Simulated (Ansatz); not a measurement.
FRb, charge -1, doublet, geometry from GFN2-xTB (such geometries of metal compounds can be far from the true shape) (a state made from the parent by changing its charge; the spin is typed, not shown lowest) (core potentials on Rb) (a gas-phase anion, which may not be bound at this level). Base run: Ansatz (a quantum-chemistry and plane-wave program) with B3LYP/def2-SVP.

Geometry (Å):
```xyz
2

Rb     0.0000     0.0000    -0.6571
F      0.0000     0.0000     2.7014
```
Charge -1, spin multiplicity 2.
Orbitals are unrestricted.
All else is at Ansatz's defaults.

The base run was repeated with changes; each row names its change, and settings that it needs were set with it.

```csv
change,basis functions,E (Eh)
base,38,-123.87588
basis = STO-3G,27,-3007.11127
basis = 3-21G,36,-3025.78122
basis = def2-SV(P),38,-123.87588
basis = def2-SVPD,50,-123.92516
basis = def2-TZVP,64,-124.03123
basis = def2-TZVPP,71,-124.03128
basis = def2-TZVPD,73,-124.03981
basis = def2-QZVP,106,-124.04219
basis = def2-QZVPP,120,-124.04284
```

Totals compare only among sets that treat the same electrons; sets with core potentials leave the core out.

A gas-phase anion may not be bound at this level; its values then depend on the basis.
